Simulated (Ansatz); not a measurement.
`[CH]1=N[CH2][AlH]1`, one more setting.

```yaml
crystal:
  periodic: [false, false, false]
  atoms:
    - {symbol: C, position_ang: [-1.088633, 0.542326, -0.547326]}
    - {symbol: N, position_ang: [-0.087335, 1.170711, -0.051620]}
    - {symbol: C, position_ang: [0.959130, 0.232547, 0.427940]}
    - {symbol: Al, position_ang: [-0.283312, -1.190065, -0.136162]}
    - {symbol: H, position_ang: [-1.920589, 1.127463, -0.941498]}
    - {symbol: H, position_ang: [1.172666, 0.416270, 1.484012]}
    - {symbol: H, position_ang: [1.890337, 0.408336, -0.116574]}
    - {symbol: H, position_ang: [-0.550064, -2.764688, -0.174571]}
basis:
  gaussian: {orbitals: def2-SVP}
hamiltonian: {xc: {name: PBE0}}
output: {forces: true}
```

```sh
$ ansatz run in.yaml --threads 2 --pin off --events-out ev --progress --plain --max-ram 4352MiB
```

Shortened log:

```
Functional definition: PBE0
  name "PBE0"
  cite "Adamo & Barone, J. Chem. Phys. 110, 6158 (1999) doi:10.1063/1.478522"
  cite "Perdew, Burke & Ernzerhof, Phys. Rev. Lett. 77, 3865 (1996) doi:10.1103/PhysRevLett.77.3865"
  parent pbe
  parameter a = 0.25
  parameter kappa = 0.804
  parameter beta = 0.06672455060314922
  exchange = (1 - a)*pbe_x(kappa = kappa, mu = beta*pi^2/3) + a*exact_x
  correlation = pbe_c(beta = beta)
801 factors; integrals over basis functions are off by at most 1.2e-3 eV
mean field evaluation 1: about -10205.6669 eV, gradient 4.6e1 eV
mean field evaluation 2: about -10194.2123 eV, gradient 7.8e1 eV
mean field evaluation 4: about -10211.5366 eV, gradient 6.0e0 eV
mean field evaluation 8: about -10211.7965 eV, gradient 6.3e-1 eV
mean field evaluation 16: about -10211.7975 eV, gradient 4.2e-5 eV
mean field -10211.79751855 eV, -375.2766370016 hartree, gradient 1.4e-5 eV, S^2 0.000000; 0 other end points of the search recorded, 0 dependent functions left out
the calculation of the forces begins
reference -10211.79754742 eV, -375.2766380629 hartree; 18, 18 occupied and 62, 62 virtual orbitals, 801 factors
Total energy: -10211.79754742 eV, -375.2766380629 hartree
Atom 0 at    -1.088633     0.542326    -0.547326 Å, force     0.014108    -0.160257    -0.000287 eV/Å
Atom 1 at    -0.087335     1.170711    -0.051620 Å, force     0.280376     0.052446     0.136740 eV/Å
Atom 2 at     0.959130     0.232547     0.427940 Å, force    -0.344861     0.062583    -0.151609 eV/Å
Atom 3 at    -0.283312    -1.190065    -0.136162 Å, force    -0.072575    -0.166288    -0.032701 eV/Å
Atom 4 at    -1.920589     1.127463    -0.941498 Å, force    -0.283046     0.145517    -0.134838 eV/Å
Atom 5 at     1.172666     0.416270     1.484012 Å, force     0.103664     0.053706     0.311201 eV/Å
Atom 6 at     1.890337     0.408336    -0.116574 Å, force     0.299448     0.051890    -0.131859 eV/Å
Atom 7 at    -0.550064    -2.764688    -0.174571 Å, force     0.002885    -0.039598     0.003354 eV/Å
Dipole moment:     0.003426    -0.349092    -0.010737 e Å
```

It took 1.6 s on 2 threads of an Arm Neoverse V1 on a shared host, with 0.36 GiB of host memory at the peak.
